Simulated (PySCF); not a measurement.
Identify the unknown among the candidates.

All candidates are C8H10O.

| technique | computed result |
| --- | --- |
| NMR, other nuclei | isotropic shieldings of nuclei other than C and H, by class: -355 (1 O) ppm [GIAO PBE0/pcSseg-1] |
| Dipole | 3.19 D [PBE0/pcSseg-1] |
| 13C NMR | chemical shifts (computed TMS as zero) by class: 202.7 (1 C), 143.7 (1 C), 124.4 (1 C), 92.9 (1 C), 80.6 (1 C), 44.4 (1 C), 41.3 (1 C), 4.8 (1 C) ppm [GIAO PBE0/pcSseg-1] |
| Rotational structure | rotational constants A, B, C: 1.784, 1.083, 0.769 GHz [GFN2-xTB] |
| 1H NMR | chemical shifts (computed TMS as zero) by class: 9.65 (1 H), 6.88 (1 H), 5.52 (1 H), 5.52 (1 H), 3.04 (1 H), 2.81 (1 H), 2.30 (1 H), 2.11 (3 H) ppm [GIAO PBE0/pcSseg-1] |

Electronic properties: PySCF, gas phase, density fitting. Levels stand in brackets. Isolated species at its GFN2-xTB geometry (one conformer only). GFN2-xTB frequencies show an imaginary mode (26i cm⁻¹), so this geometry is no minimum at that level. NMR values are class means; diastereotopic atoms form classes of their own.

Problem. Which candidate is it?
A. `C=C=C(C=O)[C@@H](C)C=C`
B. `CC#CC#C[C@@H](C)CO`
C. `CC#CC1=COCCC1`
D. `C=CC[C@H](C#CC)C=O`
E. `CC1=C[C@@]2(CO)C=C[C@@H]12`

Solution. D. It is `C=CC[C@H](C#CC)C=O`. Numbering: `[CH2:1]=[CH:2][CH2:3][C@H:4]([C:5]#[C:6][CH3:7])[CH:8]=[O:9]`. Its formula, C8H10O, gives 4 degrees of unsaturation: 0 rings and 4 π bonds in the structure found. 8 carbons fall into 8 classes; from least to most shielded: aldehyde carbon [C8] (202.7 ppm), alkene CH carbon [C2] (143.7 ppm), terminal =CH2 carbon [C1] (124.4 ppm), alkyne carbon [C6] (92.9 ppm), alkyne carbon [C5] (80.6 ppm), sp3 carbon next to a carbonyl [C4] (44.4 ppm), allylic carbon [C3] (41.3 ppm), propargylic carbon [C7] (4.8 ppm). Hydrogen classes from least to most shielded: 1 H on an aldehyde carbon, C8 (9.65 ppm), 1 H on an alkene CH carbon, C2 (6.88 ppm), 1 H on a terminal =CH2 carbon, C1 (5.52 ppm), 1 H on a terminal =CH2 carbon, C1 (5.52 ppm), 1 H on an sp3 carbon next to a carbonyl, C4 (3.04 ppm), 1 H on an allylic carbon, C3 (2.81 ppm), 1 H on an allylic carbon, C3 (2.30 ppm), 3 H on a propargylic carbon, C7 (2.11 ppm). The other shieldings belong to: -355 ppm, aldehyde oxygen [O9]. The optimised geometry has point group C1 and is an asymmetric top.

The others, at the same levels:
- `CC#CC#C[C@@H](C)CO` fails: its computed 13C shifts are 84.7 (1 C), 80.6 (1 C), 76.2 (1 C), 73.1 (1 C), 71.9 (1 C), 33.8 (1 C), 18.8 (1 C), 5.4 (1 C) ppm, 1H shifts are 3.70 (1 H), 3.69 (1 H), 2.73 (1 H), 2.14 (3 H), 1.36 (1 H), 1.11 (3 H) ppm and rotational constant A is 3.460 GHz (against 1.784 GHz).
- `CC1=C[C@@]2(CO)C=C[C@@H]12` fails: its computed 13C shifts are 162.0 (1 C), 153.8 (1 C), 153.6 (1 C), 147.4 (1 C), 68.2 (1 C), 60.9 (1 C), 56.6 (1 C), 16.6 (1 C) ppm, 1H shifts are 7.09 (1 H), 7.08 (1 H), 6.85 (1 H), 4.25 (1 H), 3.97 (1 H), 3.44 (1 H), 2.02 (3 H), 0.36 (1 H) ppm and rotational constant A is 3.102 GHz (against 1.784 GHz).
- `C=C=C(C=O)[C@@H](C)C=C` fails: its computed 13C shifts are 237.3 (1 C), 194.8 (1 C), 150.9 (1 C), 120.4 (1 C), 120.4 (1 C), 85.0 (1 C), 37.3 (1 C), 25.6 (1 C) ppm, 1H shifts are 9.89 (1 H), 6.17 (1 H), 5.58 (2 H), 5.44 (1 H), 5.24 (1 H), 3.48 (1 H), 1.12 (3 H) ppm and rotational constant A is 1.645 GHz (against 1.784 GHz).
- `CC#CC1=COCCC1` fails: its computed 13C shifts are 158.6 (1 C), 101.1 (1 C), 92.8 (1 C), 84.8 (1 C), 67.9 (1 C), 29.4 (1 C), 25.5 (1 C), 5.8 (1 C) ppm, 1H shifts are 6.91 (1 H), 4.06 (2 H), 2.16 (2 H), 2.15 (3 H), 1.69 (2 H) ppm and rotational constant A is 4.726 GHz (against 1.784 GHz).

Each candidate is one conformer, not necessarily the lowest. Dipoles, sizes and rotational constants follow the conformer. The torsions of the flexible species, by atom-mapped SMILES:
- `[CH2:1]=[CH:2][CH2:3][C@H:4]([C:5]#[C:6][CH3:7])[CH:8]=[O:9]`: C1–C2–C3–C4 126°, C2–C3–C4–C5 58°, C3–C4–C8–O9 -125°
- `[CH3:1][C:2]#[C:3][C:4]#[C:5][C@@H:6]([CH3:7])[CH2:8][OH:9]`: C5–C6–C8–O9 63°, H–O9–C8–C6 -56°
- `[CH3:1][C:2]1=[CH:3][C@@:4]2([CH2:5][OH:6])[CH:7]=[CH:8][C@@H:9]12`: C3–C4–C5–O6 73°, H–O6–C5–C4 53°
- `[CH2:1]=[C:2]=[C:3]([CH:4]=[O:5])[C@@H:6]([CH3:7])[CH:8]=[CH2:9]`: C2–C3–C4–O5 -179°, C2–C3–C6–C7 -77°, C3–C6–C8–C9 116°

The conformers of `CC#CC1=COCCC1` aren't listed.
